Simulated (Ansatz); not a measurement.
C3H4FNSi, SMILES N#C/C=C\[SiH2]F.

The structure is a stationary point at ωB97X-D3(BJ)/def2-SVP. The structure was generated by enumeration; whether it is a known compound was not checked. One conformer was computed; it need not be the lowest.

Two levels are set side by side: PBE/def2-SVPD (Ansatz, a quantum-chemistry and plane-wave program) and PBE0/def2-SVPD (Ansatz). Energy differences of separate SCF runs at the same geometry; the states with an electron removed or added have multiplicity 2 and 2. Differences are taken from unrounded values.

```csv
quantity,PBE0,PBE,PBE minus PBE0
vertical ionisation energy (eV),10.71,10.45,-0.25
vertical electron affinity (eV),0.41,0.38,-0.02
vertical singlet–triplet gap (eV),3.50,3.58,0.08
```
